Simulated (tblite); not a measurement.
Start geometry of `C[SiH2][Si@@](C)(O)N[SiH2]N` from a force field or distance geometry (Å):
```
atom  x, y, z in Å
C1    -3.4336    0.3973   -0.4103
Si2   -2.2235   -1.0056   -0.6194
Si3   -0.2842   -0.3116    0.2277
C4    -0.4365    1.4752    0.7944
O5     0.2043   -1.3465    1.5190
N6     1.0521   -0.3473   -0.9641
Si7    2.5492   -0.1855    0.0307
N8     4.0116    0.0652   -0.9480
H9    -3.3119    0.8189    0.6128
H10   -3.1873    1.1866   -1.1292
H11   -4.4598   -0.0229   -0.5728
H12   -2.7213   -2.0942    0.2730
H13   -2.1446   -1.4853   -1.9759
H14   -0.7845    2.0484   -0.0651
H15   -1.1986    1.5164    1.6081
H16    0.5420    1.8486    1.1452
H17    0.6533   -2.1120    1.0610
H18    0.9885    0.4343   -1.6517
H19    2.4123    0.9799    0.9381
H20    2.6514   -1.4290    0.8209
H21    4.7279    0.4796   -0.3034
H22    4.3829   -0.8909   -1.1935
```

What comes out of this run: tblite, GFN2-xTB geometry optimisation, gas phase?

```
atom  x, y, z in Å
C1    -3.5066    0.1862   -0.7390
Si2   -1.9820   -0.9522   -0.7385
Si3   -0.2746   -0.0830    0.5530
C4    -0.5680    1.6646    1.2520
O5     0.0028   -0.9691    1.8980
N6     1.1739   -0.1622   -0.4160
Si7    2.8100   -0.2292    0.1324
N8     3.7353   -0.2064   -1.3244
H9    -3.9119    0.3008    0.2623
H10   -3.2636    1.1791   -1.1074
H11   -4.2968   -0.2105   -1.3689
H12   -2.4513   -2.2810   -0.2975
H13   -1.6148   -1.1569   -2.1542
H14   -0.7963    2.3760    0.4637
H15   -1.3966    1.6714    1.9528
H16    0.3116    2.0235    1.7789
H17    0.5246   -1.7634    1.8396
H18    1.0767    0.1984   -1.3510
H19    3.2748    0.9306    0.8960
H20    2.9221   -1.4530    0.9464
H21    4.7367   -0.1873   -1.2291
H22    3.4837   -0.8569   -2.0516
```

The energy falls by 120.1 kJ/mol over 140 L-BFGS steps, the largest force on an atom goes from 2.47 to 0.010 eV/Å, and the atoms move by 0.661 Å rms after alignment. The bond that changes most is Si3–O5 (oxygen-bound silicon to silanol oxygen), which shortens by 0.091 Å. Bonds longer at the end by more than 0.005 Å: 4 of 21; shorter: 15. Among the angles that change most is Si3–N6–Si7, from 104.5° to 127.7°. Among the dihedrals that turn most is N6–Si7–N8–H22, from -88° to -50°. Rotational constants go from 2447, 551.2, 548.2 to 1948, 566.3, 518.3 MHz. The orientation of the end geometry is arbitrary; only internal coordinates are fixed.

Its lowest GFN2-xTB frequency is 15i cm⁻¹, too small to tell a flat minimum from a shallow saddle. The numbers are those of one conformer.

These are computed values.
